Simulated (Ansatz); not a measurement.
System: 4-selanylbutan-1-ol, C$_{4}$H$_{10}$OSe (charge 0, singlet). 
Geometry from a B3LYP-D3(BJ)/def2-TZVP (Ansatz, a program for electronic structure) optimisation:
SMILES: OCCCC[SeH]
```xyz
16

O     -3.5778    -0.2272     0.7476
C     -3.2382    -0.1524    -0.6343
C     -1.8530    -0.7081    -0.9410
C     -0.7306     0.0521    -0.2338
C      0.6325    -0.5683    -0.4899
Se     2.1364     0.4174     0.3334
H     -3.6388    -1.1557     0.9972
H     -3.2809     0.9094    -0.8842
H     -3.9908    -0.6655    -1.2447
H     -1.7000    -0.6777    -2.0254
H     -1.8228    -1.7674    -0.6577
H     -0.9325     0.0726     0.8388
H     -0.7259     1.0931    -0.5671
H      0.6789    -1.5982    -0.1391
H      0.8764    -0.5695    -1.5533
H      1.6573     0.2455     1.7149
```

Total electronic energies in hartree. Cores are frozen in the correlated levels unless marked. No spin-orbit coupling. The frozen core is the preceding noble-gas configuration, with the filled d and f shells of earlier blocks. Non-relativistic. CBS marks a two-point X^-3 extrapolation of the correlation energy; Hartree-Fock from the larger set. The bracket is a focal-point correction in the basis named.

| level | program | energy (Eh) |
|---|---|---|
| HF/aug-cc-pVQZ | Ansatz | -2632.13981 |
| RI-HF/aug-cc-pVTZ | Ansatz | -2632.12255 |
| PBE-D3(BJ)/def2-TZVPD | Ansatz + dftd3 | -2634.65388 |
| revPBE-D3(BJ)/def2-TZVPD | Ansatz + dftd3 | -2635.06459 |
| B3LYP/def2-TZVPD | Ansatz | -2635.34994 |
| PBE0/STO-3G | Ansatz | -2605.13824 |
| PBE0-D4/def2-TZVPD | Ansatz + dftd4 | -2634.75710 |
| PBE0/def2-QZVPP | Ansatz | -2634.81276 |
| r2SCAN0-D4/def2-TZVPD | Ansatz + dftd4 | -2635.12907 |
| HSE06-D4/def2-TZVPD | Ansatz + dftd4 | -2634.74601 |
| CAM-B3LYP-D4/def2-TZVPD | Ansatz + dftd4 | -2635.32182 |
| wB97X/def2-TZVPD | Ansatz | -2635.28240 |
| B2PLYP/def2-TZVPD | Ansatz | -2634.68104 |
| RPA@PBE/cc-pVTZ | Ansatz | -2633.86944 |
| RPA@PBE/cc-pVQZ | Ansatz | -2634.02852 |
| MP2/aug-cc-pVDZ | Ansatz | -2632.92082 |
| MP2/aug-cc-pVTZ | Ansatz | -2633.24362 |
| RI-MP2/cc-pVQZ | Ansatz | -2633.31444 |
| SCS-MP2/6-31G* | Ansatz | -2632.48125 |
| CCSD/6-31G* | Ansatz | -2632.55857 |
| CCSD(T)/cc-pVQZ | Ansatz | -2633.41362 |
| RI-MP2/CBS(cc-pVTZ,cc-pVQZ)+[CCSD(T)-MP2]/cc-pVDZ | Ansatz | -2633.4703 |
| CCSD(T)/CBS(cc-pVTZ,cc-pVQZ) | Ansatz | -2633.4645 |

Totals of different functionals don't rank their quality; only differences between species are comparable.
